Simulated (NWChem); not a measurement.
Program: NWChem. System: AlP, charge 0, spin multiplicity 3, at a geometry optimised with UPBE0/def2-SVP. The structure started from a generated list of species. Its SCF solution wasn't tested for a lower state. Level: ULC-wPBE (omega 0.3 per bohr)/def2-TZVP.

NWChem printed:

```
             Northwest Computational Chemistry Package (NWChem) 7.3.0
             --------------------------------------------------------

                                NWChem Input Module
                                -------------------

 Scaling coordinates for geometry "geometry" by  1.889725989
 (inverse scale =  0.529177249)

 Turning off AUTOSYM since
 SYMMETRY directive was detected!

                             Geometry "geometry" -> ""
                             -------------------------

 Output coordinates in angstroms (scale by  1.889725989 to convert to a.u.)

  No.       Tag          Charge          X              Y              Z
 ---- ---------------- ---------- -------------- -------------- --------------
    1 Al                  13.0000     0.00000000     0.00000000     1.18253700
    2 P                   15.0000     0.00000000     0.00000000    -1.02486500

 Effective nuclear repulsion energy (a.u.)      46.7470644472

            Nuclear Dipole moment (a.u.)
            ----------------------------
        X                 Y               Z
 ---------------- ---------------- ----------------
     0.0000000000     0.0000000000     0.0000113384

      Symmetry information
      --------------------

 Group name             C2v
 Group number             16
 Group order               4
 No. of unique centers     2

      Symmetry unique atoms

     1    2


 Summary of "ao basis" -> "" (spherical)
 ------------------------------------------------------------------------------
       Tag                 Description            Shells   Functions and Types
 ---------------- ------------------------------  ------  ---------------------
 *                         def2-tzvp                  on all atoms

  pbe96 is a nonlocal functional; adding pw91lda local functional.

                                 NWChem DFT Module
                                 -----------------

 Summary of "ao basis" -> "ao basis" (spherical)
 ------------------------------------------------------------------------------
       Tag                 Description            Shells   Functions and Types
 ---------------- ------------------------------  ------  ---------------------
 Al                        def2-tzvp                13       37   5s5p2d1f
 P                         def2-tzvp                13       37   5s5p2d1f

 Summary of "ao basis" -> "ao basis" (spherical)
 ------------------------------------------------------------------------------
       Tag                 Description            Shells   Functions and Types
 ---------------- ------------------------------  ------  ---------------------
 Al                        def2-tzvp                13       37   5s5p2d1f
 P                         def2-tzvp                13       37   5s5p2d1f

      Symmetry analysis of basis
      --------------------------

        a1         32
        a2          6
        b1         18
        b2         18

  int_init: cando_txs set to always be  F

            General Information
            -------------------
          SCF calculation type: DFT
          Wavefunction type:  spin polarized.
          No. of atoms     :     2
          No. of electrons :    28
           Alpha electrons :    15
            Beta electrons :    13
          Charge           :     0
          Spin multiplicity:     3
          Use of symmetry is: on ; symmetry adaption is: on
          Maximum number of iterations: 100
          This is a Direct SCF calculation.
          AO basis - number of functions:    74
                     number of shells:    26
          Convergence on energy requested:  1.00D-06
          Convergence on density requested:  1.00D-05
          Convergence on gradient requested:  5.00D-04

              XC Information
              --------------
                     Hartree-Fock (Exact) Exchange  1.000
                     LC-wPBE(h)Exchange Functional  1.000
            Perdew 1991 LDA Correlation Functional  1.000 local
           PerdewBurkeErnz. Correlation Functional  1.000 non-local

           Range-Separation Parameters
           ---------------------------
           Alpha           :  0.00
           Beta            :  1.00
[...]
  ----- ------------  ---------------      ----- ------------  ---------------
    20      1.467503  1 Al pz                42      1.422479  2 P  s
     5     -1.234412  1 Al s                 57      0.745742  2 P  pz
    17      0.232511  1 Al pz                54      0.203206  2 P  pz
    40     -0.146217  2 P  s                 41      0.108542  2 P  s
     4     -0.097799  1 Al s                  3      0.096114  1 Al s

                     DFT Final Beta Molecular Orbital Analysis
                     -----------------------------------------

 Vector   11  Occ=1.000000D+00  E=-6.268108D-01  Symmetry=a1
              MO Center=  1.1D-15, -1.1D-15, -6.4D-01, r^2= 1.5D+00
   Bfn.  Coefficient  Atom+Function         Bfn.  Coefficient  Atom+Function
  ----- ------------  ---------------      ----- ------------  ---------------
    41      0.613230  2 P  s                 40     -0.402202  2 P  s
    42      0.342154  2 P  s                  4      0.250463  1 Al s
     3     -0.138428  1 Al s                 17     -0.101315  1 Al pz
     5      0.088072  1 Al s                 39      0.082869  2 P  s
    38      0.071622  2 P  s                  2      0.039393  1 Al s

 Vector   12  Occ=1.000000D+00  E=-3.825369D-01  Symmetry=a1
              MO Center=  1.4D-15,  2.2D-18,  2.1D-01, r^2= 3.4D+00
   Bfn.  Coefficient  Atom+Function         Bfn.  Coefficient  Atom+Function
  ----- ------------  ---------------      ----- ------------  ---------------
     4      0.637870  1 Al s                 41     -0.315675  2 P  s
     3     -0.314034  1 Al s                 42     -0.258580  2 P  s
     5      0.247434  1 Al s                 54      0.208028  2 P  pz
    40      0.193954  2 P  s                 57      0.126528  2 P  pz
    51      0.096733  2 P  pz                45     -0.089333  2 P  pz

 Vector   13  Occ=1.000000D+00  E=-2.909383D-01  Symmetry=b2
              MO Center=  1.9D-16,  9.9D-16, -5.4D-01, r^2= 2.6D+00
   Bfn.  Coefficient  Atom+Function         Bfn.  Coefficient  Atom+Function
  ----- ------------  ---------------      ----- ------------  ---------------
    53      0.421607  2 P  py                56      0.311213  2 P  py
    16      0.223820  1 Al py                50      0.181103  2 P  py
    19      0.171023  1 Al py                44     -0.161399  2 P  py
    47     -0.069936  2 P  py                27     -0.062120  1 Al d -1
     7     -0.055974  1 Al py                22     -0.046680  1 Al d -1

 Vector   14  Occ=0.000000D+00  E=-6.649357D-02  Symmetry=a1
              MO Center= -3.3D-15, -2.7D-15,  5.9D-01, r^2= 4.6D+00
   Bfn.  Coefficient  Atom+Function         Bfn.  Coefficient  Atom+Function
  ----- ------------  ---------------      ----- ------------  ---------------
     5      0.548099  1 Al s                 57     -0.363029  2 P  pz
    54     -0.317829  2 P  pz                17      0.291305  1 Al pz
    20      0.207615  1 Al pz                 4      0.170953  1 Al s
    51     -0.151972  2 P  pz                45      0.132810  2 P  pz
     3     -0.109033  1 Al s                  8     -0.089928  1 Al pz

 Vector   15  Occ=0.000000D+00  E=-5.587014D-02  Symmetry=b1
              MO Center=  2.4D-15, -7.6D-16, -1.5D-01, r^2= 3.5D+00
   Bfn.  Coefficient  Atom+Function         Bfn.  Coefficient  Atom+Function
  ----- ------------  ---------------      ----- ------------  ---------------
    18      0.341002  1 Al px                52      0.311435  2 P  px
    55      0.288383  2 P  px                15      0.266600  1 Al px
    49      0.152284  2 P  px                43     -0.132135  2 P  px
     6     -0.071152  1 Al px                 9     -0.058718  1 Al px
    46     -0.058189  2 P  px                29      0.042263  1 Al d  1

 Vector   16  Occ=0.000000D+00  E= 2.110945D-02  Symmetry=b2
              MO Center=  7.7D-16, -6.4D-15,  8.9D-01, r^2= 5.1D+00
   Bfn.  Coefficient  Atom+Function         Bfn.  Coefficient  Atom+Function
  ----- ------------  ---------------      ----- ------------  ---------------
    19      0.746222  1 Al py                56     -0.432966  2 P  py
    16      0.370221  1 Al py                53     -0.198080  2 P  py
    50     -0.120882  2 P  py                 7     -0.093402  1 Al py
    44      0.089891  2 P  py                10     -0.077731  1 Al py
    47      0.042066  2 P  py                64      0.035154  2 P  d -1

   alpha - beta orbital overlaps
   -----------------------------

   alpha      1      2      3      4      5      6      7      8      9     10
    beta      1      2      3      4      5      6      7      8      9     10
 overlap   1.000  1.000  1.000  1.000  1.000  1.000  1.000  1.000  1.000  1.000

   alpha     11     12     13     14     15     16     17     18     19     20
    beta     11     12     15     14     13     17     16     18     19     20
 overlap   0.997  0.992  0.945  0.994  0.999  0.948  0.997  0.985  0.963  0.998

   alpha     21     22     23     24     25     26     27     28     29     30
    beta     21     23     22     24     25     26     27     29     28     30
 overlap   0.967  0.961  0.978  0.940  0.945  0.961  0.979  0.991  0.999  0.998

   alpha     31     32     33     34     35     36     37     38     39     40
    beta     31     32     33     35     34     36     37     38     41     39
 overlap   0.978  0.990  0.986  0.996  0.999  0.998  1.000  1.000  0.994  0.978

   alpha     41     42     43     44     45     46     47     48     49     50
    beta     40     42     43     44     45     46     48     47     49     50
 overlap   0.995  0.977  1.000  0.998  0.992  0.992  1.000  0.999  1.000  0.996

   alpha     51     52     53     54     55     56     57     58     59     60
    beta     52     51     54     53     55     57     56     58     60     59
 overlap   0.996  0.997  0.994  0.996  0.989  0.817  1.000  0.821  0.996  0.999

   alpha     61     62     63     64     65     66     67     68     69     70
    beta     62     61     63     64     65     66     67     68     69     70
 overlap   0.996  0.999  0.997  0.999  0.994  0.994  1.000  1.000  1.000  1.000

   alpha     71     72     73     74
    beta     71     72     73     74
 overlap   1.000  1.000  1.000  1.000

     --------------------------
     Expectation value of S2:
     --------------------------
      <S2> =      2.0203 (Exact =     2.0000)

 center of mass
 --------------
 x =   0.00000000 y =   0.00000000 z =   0.00530662

 moments of inertia (a.u.)
 ------------------
         250.915817363840           0.000000000000           0.000000000000
           0.000000000000         250.915817363840           0.000000000000
           0.000000000000           0.000000000000           0.000000000000

     Multipole analysis of the density
     ---------------------------------

     L   x y z        total         alpha         beta         nuclear
     -   - - -        -----         -----         ----         -------
     0   0 0 0     -0.000000    -15.000000    -13.000000     28.000000

     1   1 0 0     -0.000000     -0.000000     -0.000000      0.000000
     1   0 1 0     -0.000000     -0.000000     -0.000000      0.000000
     1   0 0 1      1.039777      0.714289      0.325478      0.000011

     2   2 0 0    -17.956248    -11.956064     -6.000184      0.000000
     2   1 1 0     -0.000000     -0.000000     -0.000000      0.000000
     2   1 0 1      0.000000      0.000000     -0.000000      0.000000
     2   0 2 0    -21.024841    -11.766222     -9.258619      0.000000
     2   0 1 1      0.000000      0.000000      0.000000      0.000000
     2   0 0 2    -18.290663    -78.643319    -60.829065    121.181721

 Task  times  cpu:       24.0s     wall:       24.0s

 Total times  cpu:       24.0s     wall:       24.0s
```

**Question.** Write an NWChem input that would produce this output.

**Answer.** This is not unique; one that fits is 
```
start mol
memory heap 200 mb stack 900 mb global 1100 mb
geometry units angstroms nocenter noautoz
  Al     0.000000     0.000000     1.182537
  P      0.000000     0.000000    -1.024865
  symmetry group C2v
end
basis spherical
  * library def2-tzvp
end
dft
  xc xwpbe 1.00 cpbe96 1.0 hfexch 1.00
  cam 0.3 cam_alpha 0.00 cam_beta 1.00
  odft
  mult 3
  direct
  iterations 100
end
task dft energy
```
